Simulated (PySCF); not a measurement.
Species: C4H13PSi2.
SMILES: `P[SiH2][SiH2]C1CCC1`

A linear-response calculation (PySCF, def2-SVPD basis, gas phase, vertical, core orbitals frozen in the response) gave these numbers; the functional is withheld.

Orbital energies (eV): HOMO-3 -10.17, HOMO-2 -9.83, HOMO-1 -9.61, HOMO -8.28, LUMO 0.81, LUMO+1 0.98, LUMO+2 1.28.

```csv
state,E (eV),f,"main configurations (H = HOMO, L = LUMO)"
S1,6.16,0.184,"H→L (77%), H→L+1 (14%)"
S2,6.40,0.145,"H→L+1 (76%), H→L (12%)"
S3,6.45,0.014,H→L+4 (78%)
S4,6.75,0.0004,H→L+3 (88%)
S5,6.98,0.135,"H→L+2 (68%), H→L+7 (17%)"
S6,7.29,0.082,"H-2→L (42%), H→L+9 (16%), H→L+7 (11%)"
```

Triplets, Tamm–Dancoff:

```json
{"state": "T1", "E (eV)": "5.28", "λ (nm)": "235.0", "main configurations (H = HOMO, L = LUMO)": "H→L (60%), H→L+1 (12%)"}
{"state": "T2", "E (eV)": "5.62", "λ (nm)": "220.8", "main configurations (H = HOMO, L = LUMO)": "H→L+4 (53%), H→L+3 (22%)"}
{"state": "T3", "E (eV)": "5.79", "λ (nm)": "214.0", "main configurations (H = HOMO, L = LUMO)": "H→L+1 (58%), H→L (24%)"}
{"state": "T4", "E (eV)": "6.19", "λ (nm)": "200.4", "main configurations (H = HOMO, L = LUMO)": "H→L+3 (59%), H→L+4 (17%), H-2→L+3 (9%)"}
```

Vertical ionisation energy by ΔSCF with the same functional: 8.92 eV. Mean static polarisability: 133.4 au.

Question: Name the functional.
A. PBE0
B. HF
C. CAM-B3LYP
D. PBE

Answer: C. CAM-B3LYP is range-separated, 19% exact exchange at short range and 65% at long range (ω = 0.33 bohr⁻¹). In this run −ε(HOMO) = 8.28 eV differs from the ΔSCF value by -0.65 eV, and S1 differs from the orbital gap of 9.08 eV by -2.92 eV. The ratio −ε(HOMO)/IP is 0.93. Small neutral molecules mostly give 0.85 to 0.93 with CAM-B3LYP, 0.5 to 0.7 with PBE, 0.7 to 0.83 with PBE0; with Hartree–Fock the ratio is 1 or more (Koopmans' value less the relaxation energy is the ΔSCF value).

Method used: PySCF, TDDFT CAM-B3LYP/def2-SVPD, vertical, gas phase, core orbitals frozen in the response. Geometry: PBE0-D3(BJ)/def2-SVP, one conformer, isolated molecule.

The run took 2.6 min on Arm Neoverse V1, one thread (shared host).

The values belong to the conformer `[PH2:1][SiH2:2][SiH2:3][CH:4]1[CH2:5][CH2:6][CH2:7]1`: P1–Si2–Si3–C4 177°, Si2–Si3–C4–C5 -168°, H–P1–Si2–Si3 -46°, H–P1–Si2–Si3 48°.
